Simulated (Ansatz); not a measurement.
Mulliken charges of `C1=[CH][GeH2][SiH2]1` from r2SCAN/def2-TZVPP in Ansatz (PBE0-D4/def2-TZVP geometry).

| atom | x (Å) | y (Å) | z (Å) | charge (e) |
| --- | --- | --- | --- | --- |
| C1 | -0.848 | 0.854 | -0.471 | -0.209 |
| C2 | -1.173 | -0.441 | -0.306 | -0.102 |
| Ge3 | 0.446 | -1.291 | 0.422 | 0.093 |
| Si4 | 0.934 | 1.015 | 0.096 | 0.271 |
| H5 | -1.545 | 1.595 | -0.863 | 0.060 |
| H6 | -2.150 | -0.855 | -0.549 | 0.070 |
| H7 | 1.073 | -2.369 | -0.482 | -0.015 |
| H8 | 0.288 | -1.875 | 1.838 | -0.015 |
| H9 | 1.153 | 1.895 | 1.277 | -0.076 |
| H10 | 1.906 | 1.420 | -0.957 | -0.076 |

Task: By hand: the dipole of these point charges (1 e Å = 4.8032 D).

Result: Σ q r = (0.095, -0.131, 0.060) e Å, of length 0.173 e Å = 0.83 D.

Task: How does the dipole of the full density compare? (Best estimate.)

Result: Ansatz gave: (-0.105, 0.023, -0.040) e Å, 0.55 D; the point charges give 1.51 times that, at 141° from its direction, so they point the opposite way.

Point charges leave out the atoms' own dipoles, such as those of lone pairs, and Mulliken's split depends on the basis, so the two needn't agree.
